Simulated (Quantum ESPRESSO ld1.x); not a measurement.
Task: These are the eigenvalues of the occupied orbitals of an atom or ion with whole-number occupations (hartree). Method: Dirac Kohn-Sham, relativistic LDA (MacDonald-Vosko exchange, VWN5 correlation), spin-unpolarised, spherical densities, point nucleus; computed with ld1.x of Quantum ESPRESSO 7.5.

1s1/2: -1590.53
2s1/2: -308.761
2p1/2: -296.049
2p3/2: -278.332
3s1/2: -108.464
3p1/2: -103.340
3p3/2: -99.3319
3d3/2: -90.9951
3d5/2: -90.0757

Which element is it, and in what charge state? The configuration may be excited. Open shells, if any, are shared by 2j + 1.

Result: Z = 59, praseodymium, charge +36: Pr36+ in [Ar] 3d5. The list shows which subshells hold electrons but not how many an open one holds; the 1s level, -1590.5 hartree, gives Z - s = 56.4 by -(Z - s)^2/2, which with screening and relativity narrows Z to a few neighbours, and the depths of the outer levels then fix element, charge and occupations together.
